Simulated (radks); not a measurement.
Fe II, configuration [Ar] 3d5 4s1 4d1 (not the ground configuration). Method: scalar-relativistic Kohn-Sham, SOGGA, spin-polarised, spherical densities, finite nucleus; open shells are filled with parallel spins first; Fermi nuclear charge, rms radius 3.7377 fm; computed with a radial shooting solver on a logarithmic mesh with Libxc functionals. Some entries of the table are withheld. Estimate them.

orbital  occ.  eigenvalue (eV)  <1/r> (bohr^-1)  <r^2> (bohr^2)
1s up       1        -7010.175            25.96        0.004602
1s down     1        -7010.121            25.96        0.004602
2s up       1        -839.1804            5.548         0.08445
2s down     1        -836.4278            5.561         0.08407
2p up       3        -717.9788            5.445         0.06845
2p down     3        -715.8762            5.457         0.06805
3s up       1        -114.9901            1.761          0.7469
3s down     1        -108.9322            1.751          0.7525
3p up       3         -80.9181            1.626          0.8417
3p down     3         -74.9326            1.615          0.8522
3d up       5         -27.5021            1.302             (1)
3d down     0         -21.6597            1.277             (2)
4s up       1         -17.6230           0.5415           6.732
4p up       0         -11.4379           0.4421           9.973
5s up       0          -5.2700           0.2241           38.49
4d up       1          -4.5616           0.2619           27.83

Answer. 
(1) 3d up <r^2> (bohr^2): 1.281
(2) 3d down <r^2> (bohr^2): 1.361
